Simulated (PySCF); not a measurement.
# How a change of structure moves an absorption spectrum

Method used: TDDFT CAM-B3LYP/def2-SVPD, vertical, gas phase, core orbitals frozen in the response, def2 core potentials past Kr in PySCF 2.14.0, density-fitted response routines. Geometries: PBE0-D3(BJ)/def2-SVP; one conformer of each isolated species. Triplets are in the Tamm–Dancoff approximation. 'Strongest' means the level of largest summed f among the lowest 10 singlets; it needn't be the same kind of state in each. Atoms past krypton carry core potentials; spin–orbit coupling is left out.

Parent: WO2Cl2, `[O]=[W](=[O])([Cl])[Cl]`, with lowest singlet excitation energy 4.91 eV, mean static polarisability 70.1 au, oscillator strength of the strongest level 0.04, HOMO energy -11.36 eV. Its spectrum: 253 nm (f 0.004); 241 nm (f 0.000); 234 nm (f 0.000); 226 nm (f 0.038); 217 nm (f 0.000).

Problem. Give the shifts from the parent for: ligand (both): Cl to OMe (`C[O][W](=[O])(=[O])[O]C`); ligand (both): Cl to CH2SiH3 (`[O]=[W](=[O])([CH2][SiH3])[CH2][SiH3]`); ligand (both): Cl to SMe (`C[S][W](=[O])(=[O])[S]C`).

Solution. 

| change | SMILES | Δ S1 (eV) | Δ α (au) | Δ f (strongest) | Δ HOMO (eV) |
| --- | --- | --- | --- | --- | --- |
| ligand (both): Cl to OMe | C[O][W](=[O])(=[O])[O]C | +0.77 | +9.5 | -0.02 | +1.30 |
| ligand (both): Cl to CH2SiH3 | [O]=[W](=[O])([CH2][SiH3])[CH2][SiH3] | -0.26 | +56.5 | +0.04 | +1.49 |
| ligand (both): Cl to SMe | C[S][W](=[O])(=[O])[S]C | -1.58 | +45.2 | +0.02 | +2.54 |

S1 falls most with ligand (both): Cl to SMe (-1.58 eV), and it rises most with ligand (both): Cl to OMe (+0.77 eV). S1 is simply the lowest singlet of each species and needn't be the same kind of state throughout.
